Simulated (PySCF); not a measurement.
H12O6Zn (cation, charge +2), SMILES [OH2]->[Zn+2](<-[OH2])(<-[OH2])(<-[OH2])(<-[OH2])<-[OH2], singlet, GFN2-xTB optimised geometry. Atoms within 1.6 Å of the plane z = 0.0 Å (x, y, z in Å): Zn1 (0.00, 0.00, 0.00), O5 (2.02, 0.00, 0.00), H6 (2.58, -0.45, 0.64), H7 (2.53, 0.07, -0.81), O8 (0.03, 2.01, 0.00), H9 (0.86, 2.51, -0.05), H10 (-0.61, 2.59, 0.43), O11 (-0.06, -2.02, -0.03), H12 (-0.14, -2.54, 0.78), H13 (0.36, -2.59, -0.68), O14 (-2.02, 0.02, 0.03), H15 (-2.58, 0.69, -0.39), H16 (-2.54, -0.79, 0.07).

Computed with PySCF with CAM-B3LYP/def2-SVP. Cells within 0.4 Å of a nucleus heavier than hydrogen are left out (blank, or x).

Map of the LUMO amplitude (bohr^(-3/2)) on the plane z = 0.0 Å; orbital energy -7.01 eV, overall sign arbitrary:

```
|6666666666666666666666666666666|
|6666666666666666666666666666666|
|6666666666666777776666666666666|
|6666666666677777777776666666666|
|6666666666777777777777666666666|
|6666666667788887788887766666666|
|6666666677888876789987766666666|
|6666666778888753479998776666666|
|666667778888851x059998777666666|
|66667778888874xxx47898877666666|
|666677888898752x147888877766666|
|6667788888888754568888777776666|
|6667788877788877778877677777666|
|6677788754568887888754467777666|
|667777740x25786x68752x146777766|
|66777763xxx477xxx774xxx36777766|
|667778741x25786x68751x047777766|
|6677888864568887887643467877766|
|6667789997788877778776678877666|
|6667789999887654567888888777666|
|666677889888752x157888887776666|
|66667778888763xxx47888877766666|
|666667777887640x047888777666666|
|6666666777777543467887776666666|
|6666666677777766778877766666666|
|6666666666777777888777666666666|
|6666666666677777877776666666666|
|6666666666667777777766666666666|
|6666666666666677776666666666666|
|6666666666666666666666666666666|
|6666666666666666666666666666666|
```
Scale: ten equal steps from -0.068 (start of '0') to 0.044 (end of '9'), in the order '0123456789'; x runs from -5.00 to 5.00, y from -5.00 (bottom) to 5.00 (top).
